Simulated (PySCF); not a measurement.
## Ru²⁺: excitation energy

Ru²⁺ [Kr] 4d6 (5D) → Ru²⁺ [Kr] 4d5 5p1 (7P), as a difference of total energies. Calculation: PySCF 2.14, in x2c-TZVPPall with one added diffuse shell each of s, p, d, f type (9s7p7d3f1g, 95 functions); scalar relativity by spin-free X2C-1e. Correlated levels: valence and next inner shell: [Ar] 3d10 frozen. The calculations carry no spin-orbit coupling.

| method | excitation energy (cm⁻¹) |
| --- | --- |
| UHF | 68643 |
| MP2 (valence and next inner shell) | 74148 |
| SCS-MP2 (valence and next inner shell) | 76445 |
| CCSD (valence and next inner shell) | 74356 |
| CCSD(T) (valence and next inner shell) | 74498 |
